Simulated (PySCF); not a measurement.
Al(Br)(Me)(OH) (CH4AlBrO), SMILES [CH3][Al]([OH])[Br].

Geometry optimised at TPSSh-D3(BJ)/def2-SVP. The structure was generated by enumeration; whether it is a known compound was not checked. Other conformers were not sampled.

These are PySCF with PBE/def2-TZVP values and carry that method's errors.

Gas-phase values at a fixed geometry.

| Quantity | Value |
|---|---|
| total energy | -2931.85680 hartree |
| point group | Cs |
| highest occupied level | -7.03 eV |
| lowest empty level | -1.23 eV |
| orbital gap | 5.80 eV |
| dipole moment | 0.77 D |
| quadrupole, principal values (traceless, Buckingham form, about the centre of nuclear charge) | -7.35, 2.39, 4.96 D·Å |
| mean static polarisability | 61.9 bohr³ (9.18 Å³) |
| polarisability, principal values | 49.3, 61.2, 75.3 bohr³ |
